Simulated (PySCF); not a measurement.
Energy of Cr²⁺ (chromium, charge +2) between two integer charges

The 3d alpha orbital of [Ar] 3d4 is emptied in steps (occupation f), with all orbitals relaxed, ending at [Ar] 3d3. All numbers are calculated (PySCF 2.14, no relativity, point nucleus, in def2-TZVPPD (6s6p4d2f1g, 67 functions)). The exact energy is a straight line in f; departures are measured from the line between the end points of the same method.

```tsv
f	MN15 (eV)
1	0.000
0.75	-0.885
0.5	-1.191
0.25	-0.899
0	0.000
```

```tsv
method	E(f=0) − E(f=1) (eV)	−ε at f=1 (eV)	−ε at f=0.5 (eV)
MN15	31.754	27.080	31.716
```

Orbital energy along the path (eV):

```json
{"f": "1", "MN15": "-27.080"}
{"f": "0.75", "MN15": "-29.359"}
{"f": "0.5", "MN15": "-31.716"}
{"f": "0.25", "MN15": "-34.130"}
{"f": "0", "MN15": "-36.578"}
```

Reference removal energy between the ground levels: 30.959 ± 0.025 eV (measured; NIST Atomic Spectra Database, ionization energies). The calculation has no spin-orbit coupling. The determinant left behind need not be the lowest term of the ion.
